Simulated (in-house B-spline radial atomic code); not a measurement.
A calculation on Ge II (Ge+): its settings, and results tabulated from the run. Computed with an all-electron radial atomic-structure program (B-spline basis): scalar-relativistic (X2C) Hartree-Fock, spin-polarised, averaged over the determinants with the given up and down occupations, Fermi nucleus of rms radius 4.0742 fm, inside a hard spherical wall at 5.61 bohr.

Command:
```bash
python run_scf.py task.json out
```
Settings (nuclear radius in fm, mass in u):
```
Z                32
configuration    [Ar] 3d10 4s1 4p1 4d1
hamiltonian      x2c
method           hf
spin_polarised   True
nucleus          fermi
rms_radius       4.0742
atomic_mass      73.92118
speed_of_light   137.035999084
wall_radius      5.61
```

Output (hartree, bohr):
```
 radial grid: 64 intervals, B-splines of order 8, outer radius 5.61 bohr

 iter        energy (Eh)    residual
    1      -2095.6006302    4.15e-01
    2      -2096.0104604    9.05e-02
    3      -2096.2001154    1.46e-02
    4      -2096.2018883    6.10e-03
    5      -2096.2021737    8.79e-04
    6      -2096.2021913    3.44e-04
    7      -2096.2021944    1.94e-04
    8      -2096.2021952    2.14e-05
    9      -2096.2021952    2.05e-06
   10      -2096.2021952    2.05e-07

 total energy                    -2096.202195
 kinetic                           2141.98041
 electron-nucleus                 -5050.20024
 electron-electron                  812.01764

 orbital      occ     eigenvalue          <r>       <r^2>       <1/r>       r_max
 1s up      1.000     -411.30404    0.0465941  0.00293403     33.0301      0.0303
 1s down    1.000     -411.29368    0.0465945  0.00293408     33.0299      0.0303
 2s up      1.000      -53.88423     0.208949   0.0515703     7.24364      0.1756
 2s down    1.000      -53.87266     0.208971   0.0515806     7.24252      0.1756
 2p up      3.000      -46.97615     0.183488   0.0412622     6.97753      0.1411
 2p down    3.000      -46.96845     0.183498   0.0412662     6.97714      0.1412
 3s up      1.000       -7.86385     0.621967    0.445575     2.29922      0.5419
 3s down    1.000       -7.83454     0.623098    0.447126     2.29364      0.5427
 3p up      3.000       -5.66761     0.646595    0.491355     2.12601      0.5447
 3p down    3.000       -5.64982     0.645802    0.489435     2.12662      0.5451
 3d up      5.000       -2.05805     0.724334     0.66292     1.78766      0.5092
 3d down    5.000       -2.04343     0.716399     0.64399     1.79849      0.5088
 4s up      1.000       -1.01203      2.01962     4.61848    0.635815       1.728
 4p up      1.000       -0.66243      2.35736     6.25178    0.533036       2.039
 4d up      1.000       -0.16358      3.08817     10.3709    0.389617       3.029
```

Cost of the run: 0.23 s on 1 thread of Arm Neoverse V1 (shared host).

One-electron X2C: radii and densities carry no picture-change correction, so inner-shell <1/r> comes out high (for 1s by about 2 % at Z = 33, 5 % at 54, 10 % at 75, 30 % at 118) and <r> low.
